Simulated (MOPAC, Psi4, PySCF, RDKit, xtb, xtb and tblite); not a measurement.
Two geometries of SMILES O=Cc1ccc(O)s1, relaxed at GFN2-xTB with one dihedral held; other torsions can differ between them too.

Structure A

```
12

O     -2.6300    -1.6407    -0.5903
C     -2.3318    -0.5631    -0.1470
C     -0.9656    -0.1325     0.1398
C      0.0263    -0.8042     0.7977
C      1.2846    -0.1796     0.7281
C      1.2644     0.9415    -0.0500
O      2.3157     1.7240    -0.3325
S     -0.3240     1.2658    -0.6801
H     -3.0874     0.2427    -0.0397
H     -0.1618    -1.7063     1.3514
H      2.1734    -0.5384     1.2111
H      2.0636     2.4615    -0.9003
```

Structure B

```
12

O      2.7397    -1.7096    -0.3464
C      2.3495    -0.5934    -0.1623
C      0.9306    -0.1745    -0.1529
C      0.1558     0.2595    -1.1799
C     -1.1675     0.5840    -0.7995
C     -1.3884     0.3898     0.5270
O     -2.5392     0.6124     1.1856
S      0.0385    -0.2012     1.3400
H      3.0592     0.2402     0.0302
H      0.5179     0.3451    -2.1885
H     -1.9208     0.9423    -1.4746
H     -2.4563     0.3833     2.1182
```

Task: Which is lower in energy at the level Psi4 with DF-MP2 (frozen core)/cc-pVTZ // GFN2-xTB, and by how much?

Result: A is lower, by 3.46 kcal/mol (dihedral O1–C2–C3–S8: 120° in A, 90° in B).

E(B) − E(A) in kcal/mol at the other levels, on the same two geometries: GFN2-xTB (xtb and tblite) 3.60; MMFF94 // GFN2-xTB (RDKit) 3.65; PBE/def2-SVP // GFN2-xTB (Psi4) 5.11; PBE-D3(BJ)/def2-SVP // GFN2-xTB (Psi4) 5.14; HF/cc-pVTZ // GFN2-xTB (Psi4) 2.36; UFF // GFN2-xTB (RDKit) 4.62; AM1, restricted, heats of formation // GFN2-xTB (MOPAC) 0.45; PM7, restricted, heats of formation // GFN2-xTB (MOPAC) -0.27; GFN1-xTB // GFN2-xTB (xtb) 3.15; restricted B3LYP/6-31G*, spherical d, density fitting // GFN2-xTB (PySCF) 4.31; restricted Hartree-Fock/3-21G // GFN2-xTB (PySCF) 2.89; restricted MP2 (frozen core)/3-21G // GFN2-xTB (PySCF) 3.14; restricted Hartree-Fock/LANL2DZ, with its core potentials past Ne // GFN2-xTB (PySCF) 2.76.
